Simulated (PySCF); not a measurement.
Vertical excitations of a molecule C6H6 from TDA-PBE0/def2-SVPD (PySCF 2.14.0), as energy in eV (oscillator strength): 4.91 (0.000), 5.08 (0.762), 5.80 (0.000), 6.05 (0.106), 6.61 (0.012), 6.70 (0.280), 6.85 (0.006), 6.91 (0.001), 7.06 (0.016), 7.51 (0.000). Lowest triplet (TDA): 2.56 eV. Geometry: B3LYP-D3(BJ)/def2-SVP. One conformer was computed; it need not be the lowest.

### Question
Which molecule gave these data?
A) C#CCC#CC
B) C#C/C=C\C=C
C) C=C=CC#CC
D) C#CC(C)C#C

### Answer
B, C#C/C=C\C=C
